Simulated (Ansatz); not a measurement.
Calculated with Ansatz (gas phase, PBE0-D4/def2-TZVP geometries, no zero-point term in ΔE). CBS: MP2 limit from def2 TZ/QZ plus the TZ coupled-cluster correction, frozen cores. This one scheme is used for every species. Functionals use def2-TZVPP. B3LYP here is the variant with VWN-RPA as its local correlation; programs differ in this. HSE06 is defined as in plane-wave codes. Triplets are unrestricted, without spin–orbit coupling. Each species was taken in one conformer, which may not be the lowest.

Consider the formal loss of a carbene: `C[SiH2]B(N)F` → `[CH2]` (triplet) + `NB(F)[SiH3]`.

| level | ΔE (kcal/mol) | difference from CCSD(T)/CBS |
| --- | --- | --- |
| LDA (SPW92) | 129.7 | 16.5 |
| PBE-D4 | 114.5 | 1.3 |
| revPBE-D4 | 111.1 | -2.1 |
| BLYP-D4 | 110.9 | -2.3 |
| r2SCAN-D4 | 108.1 | -5.1 |
| B97M-V | 113.3 | 0.1 |
| PBE0-D4 | 112.6 | -0.6 |
| r2SCANh-D4 | 107.7 | -5.5 |
| r2SCAN0-D4 | 107.2 | -6.0 |
| HSE06-D4 | 112.7 | -0.5 |
| BHLYP-D4 | 108.4 | -4.8 |
| CAM-B3LYP-D4 | 112.1 | -1.1 |
| ωB97X-V | 115.3 | 2.1 |
| ωB97M-V | 113.9 | 0.7 |
| B2PLYP | 110.7 | -2.5 |
| PBE-QIDH | 112.3 | -0.9 |
| PBE | 113.1 | -0.1 |
| revPBE | 107.2 | -6.0 |
| BLYP | 107.9 | -5.3 |
| PBE0 | 111.3 | -1.9 |
| B3LYP | 108.9 | -4.3 |
| r2SCANh | 107.3 | -5.9 |
| r2SCAN0 | 106.7 | -6.5 |
| HSE06 | 111.5 | -1.7 |
| BHLYP | 106.7 | -6.5 |
| LC-ωPBE | 110.6 | -2.6 |
| RPA@PBE/def2-TZVPP | 107.8 | -5.4 |
| HF/def2-SVP | 77.6 | -35.6 |
| MP2/def2-SVP | 109.0 | -4.2 |
| CCSD/def2-SVP | 104.3 | -8.9 |
| HF/def2-TZVPP | 77.1 | -36.1 |
| MP2/def2-TZVPP | 113.7 | 0.5 |
| SCS-MP2/def2-TZVPP | 113.3 | 0.1 |
| CCSD/def2-TZVPP | 107.4 | -5.8 |
| CCSD(T)/def2-TZVPP | 110.1 | -3.1 |
| HF/def2-QZVPP | 77.1 | -36.1 |
| SCS-MP2/def2-QZVPP | 115.4 | 2.2 |
| HF/CBS(def2) | 77.1 | -36.1 |
| MP2/CBS(def2) | 116.8 | 3.6 |
| CCSD/CBS(def2) | 110.5 | -2.7 |
| CCSD(T)/CBS | 113.2 | 0 |

(1) What do rigid-rotor, harmonic-oscillator terms from PBE0-D4/def2-TZVP frequencies (298.15 K, 1 bar) make of the CCSD(T)/CBS value? (Best estimate.)

Largest T1 diagnostic among the species: 0.013.

Answers

(1) Computed: ΔZPE = -7.5 kcal/mol, ΔH = +107.0 kcal/mol, ΔS = 156 J/(mol·K), ΔG = +95.9 kcal/mol. Open shells count their whole term as degenerate. Modes under 50 cm⁻¹ make the entropy rough.

From BLYP to BHLYP (50 % exact exchange), in def2-TZVPP and without D4, ΔE moves by −1.2 kcal/mol. Leaving LDA and LC-ωPBE aside and taking each functional with its dispersion term where it has one, the values spread over 8.1 kcal/mol, from r2SCAN0-D4 to ωB97X-V. LDA lies +16.6 kcal/mol from PBE without D4. At CCSD(T), def2-SVP lies −7.0 kcal/mol from the extrapolated value and def2-TZVPP −3.1 kcal/mol.
